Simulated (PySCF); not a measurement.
In: ionisation energy

In [Kr] 4d10 5s2 5p1 [5p1/2^1, M_J = 1/2] → In⁺ [Kr] 4d10 5s2, as a difference of total energies. Computed with PySCF 2.14 in x2c-TZVPall-2c with one added diffuse shell each of s, p, d, f type (9s10p6d3f, 90 functions), with the two-component X2C-1e Hamiltonian. Correlated levels: [Ar] 3d10 frozen; the 6 highest virtual spinors dropped. "Screened" scales the spin-orbit matrix elements by Boettger's factors to mimic the two-electron term; Breit and QED terms are absent.

```csv
method,ionisation energy (eV),error (eV)
GHF (spin-free),5.226,-0.560
GMP2 (spin-free),5.434,-0.352
GHF (screened spin-orbit),5.405,-0.381
GMP2 (screened spin-orbit),5.622,-0.164
```

Reference: 5.786 eV (measured; NIST Atomic Spectra Database, ionization energies).

The spin-free rows lack the spin-orbit shift.

Errors of the correlated levels include the incompleteness of this basis and the frozen core.
